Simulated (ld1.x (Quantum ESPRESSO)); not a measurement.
## Reading a pseudo-wave (P)

Columns: radius, all-electron u(r) and pseudo u(r) of the 3p shell (level -5.51 eV) of phosphorus in the configuration [Ne] 3s2 3p3; PBE, scalar-relativistic, TM scheme, ld1.x (Quantum ESPRESSO) 7.5.

```csv
r (bohr),all-electron,pseudo
0.080,0.0964,-0.0035
0.160,0.2205,-0.0141
0.240,0.2871,-0.0314
0.320,0.2923,-0.0551
0.400,0.2513,-0.0846
0.480,0.1807,-0.1193
0.560,0.0940,-0.1584
0.640,0.0005,-0.2011
0.720,-0.0931,-0.2466
0.800,-0.1828,-0.2939
0.880,-0.2660,-0.3422
0.960,-0.3415,-0.3905
1.040,-0.4086,-0.4379
1.120,-0.4674,-0.4833
1.200,-0.5182,-0.5256
1.280,-0.5611,-0.5640
1.360,-0.5965,-0.5973
1.440,-0.6248,-0.6249
1.520,-0.6466,-0.6466
1.600,-0.6624,-0.6624
1.680,-0.6730,-0.6730
1.760,-0.6788,-0.6788
1.840,-0.6804,-0.6804
1.920,-0.6785,-0.6785
2.000,-0.6735,-0.6735
2.080,-0.6658,-0.6658
```

**Question.** How many radial nodes do the two functions have?

**Answer.** The all-electron 3p function has n − l − 1 = 1; the pseudo-wave has 0, since the states of the same l below it are removed with the core.

**Question.** At about which radius was the pseudo-wave matched?

**Answer.** 1.60 bohr. The columns agree to 0.0005 from 1.44 bohr on; several derivatives are matched, so the curves merge somewhat inside the radius.

**Question.** Where does each function peak?

**Answer.** Outermost all-electron maximum near 1.84 bohr, pseudo maximum near 1.84 bohr (to the table’s step).

**Question.** Is the pseudo-wave norm-conserving?

**Answer.** Yes: the TM scheme keeps the norm inside the radius equal to the all-electron one, which fixes the energy derivative of the logarithmic derivative at the level.
